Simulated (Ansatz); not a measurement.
`C[Si]Br` + H₂S → `S[Si]Br` + CH₄ at 700 K and 1 bar (ligand exchange at the Si–C bond).

Calculated with Ansatz (gas phase, PBE0-D4/def2-TZVP geometries, no zero-point term in ΔE). CBS: MP2 limit from def2 TZ/QZ plus the TZ coupled-cluster correction, frozen cores. This one scheme is used for every species. For Br outer-core shells are correlated without core-valence functions, which leaves a few kJ/mol of doubt a bond. Scalar relativity is left out up to krypton. Each species was taken in one conformer, which may not be the lowest.

| species | CCSD(T)/CBS energy (Eh) | H − E (kJ/mol) | S (J/(mol·K)) |
| --- | --- | --- | --- |
| `C[Si]Br` | -2902.25975 | 144.5 | 378.9 |
| H₂S | -398.97279 | 64.8 | 236.9 |
| `S[Si]Br` | -3260.81547 | 70.9 | 363.0 |
| CH₄ | -40.46206 | 145.9 | 224.0 |

H − E and S are ideal-gas, rigid-rotor, harmonic terms from PBE0-D4/def2-TZVP, for one conformer and one mirror image of each species. 1 Eh = 2625.50 kJ/mol, R = 8.31446 J/(mol·K).

Q: By hand: ΔE, ΔH, ΔS and ΔG.

A: ΔE = (-3260.81547) + (-40.46206) − (-2902.25975) − (-398.97279) = -0.04499 Eh = -118.1 kJ/mol. Δ(H − E) = 70.9 + 145.9 − 144.5 − 64.8 = 7.5, so ΔH = -110.6 kJ/mol. ΔS = 363.0 + 224.0 − 378.9 − 236.9 = -28.8 J/(mol·K). ΔG = -110.6 − 700 × (-28.8)/1000 = -90.4 kJ/mol.

Q: By hand: the equilibrium constant, and the temperature at which ΔG would vanish if ΔH and ΔS stayed fixed.

A: log₁₀ K = −ΔG/(RT ln 10) = 6.7. ΔG = 0 at ΔH/ΔS = 3840 K, far beyond where these terms or the molecules hold.

ΔH outweighs TΔS. A doubt of 5 kJ/mol in ΔE shifts log₁₀ K by 0.4 here. Other conformers and mirror images would add mixing entropy, several J/(mol·K) or more a flexible species. These are equilibria of isolated gas molecules and say nothing of rates. Largest T1 diagnostic: 0.012 (customary marks: 0.02 for closed shells, 0.045 for open ones).
